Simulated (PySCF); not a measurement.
From one molecule to another.

First species: C3H5P.
Atom-mapped SMILES: `[H]/[P:4]=[CH:3]\[CH:2]=[CH2:1]` (hydrogens: H5, H6 on C1; H7 on C2; H8 on C3; H9 on P4)

Second species: C₅H₆OS.
Bonds: C1–S2, S2–C3, C3–C4 (aromatic), C4–C5 (aromatic), C5–O6 (aromatic), O6–C7 (aromatic), C3–C7 (aromatic). Hydrogens: H8, H9, H10 on C1; H11 on C4; H12 on C5; H13 on C7.

Levels: CAM-B3LYP/def2-SVPD for dipole moment, HOMO energy, LUMO energy, HOMO–LUMO gap, static isotropic polarisability and electronic spatial extent ⟨r²⟩ about the centre of nuclear charge; TDDFT CAM-B3LYP/def2-SVPD for lowest singlet excitation; TDA CAM-B3LYP/def2-SVPD for lowest triplet excitation (Tamm–Dancoff); GFN2-xTB for rotational constant A and rotational constant C. Geometries: GFN2-xTB. Each structure is a single optimised conformer of the isolated species, non-relativistic unless stated. Electronic properties by PySCF.

Dipoles, sizes and rotational constants follow the conformer. The torsions of the flexible species, by atom-mapped SMILES:
- `[H]/[P:4]=[CH:3]\[CH:2]=[CH2:1]`: C1–C2–C3–P4 180°
- `[CH3:1][S:2][c:3]1[cH:4][cH:5][o:6][cH:7]1`: C1–S2–C3–C4 180°

Question: Which has the higher LUMO energy?

Answer: The second: 1.11 eV against -1.08 eV, a difference of 2.19 eV.

Question: Which has the higher static isotropic polarisability?

Answer: The second: 79.5 au against 71.2 au, a difference of 8.3 au.

Question: Which of the two has the higher rotational constant C, and by how much?

Answer: The first: 2.545 GHz against 1.209 GHz, a difference of 1.336 GHz.

Question: Which of the two has the higher dipole moment, and by how much?

Answer: The first: 1.33 D against 0.88 D, a difference of 0.45 D.

Question: Which of the two has the higher T1 energy, and by how much?

Answer: The second: 3.90 eV against 2.14 eV, a difference of 1.76 eV.

Question: Which of the two has the higher HOMO energy, and by how much?

Answer: The second: -7.29 eV against -7.92 eV, a difference of 0.63 eV.

Question: Which has the higher S1 energy?

Answer: The second: 5.22 eV against 4.59 eV, a difference of 0.63 eV.

Question: Which has the higher rotational constant A?

Answer: The first: 40.165 GHz against 5.891 GHz, a difference of 34.274 GHz.

On the first: The polarisability is 10.55 Å³ as a volume (1 au = 0.148185 Å³), or 1.87 au for each of the 38 electrons. A dipole of 1.33 D is allowed in Cs, and pure rotational transitions are dipole-allowed.

On the second: The polarisability is 11.78 Å³ as a volume (1 au = 0.148185 Å³), or 1.32 au for each of the 60 electrons. In atomic units the dipole is 0.35 e·bohr (1 au = 2.5417 D).
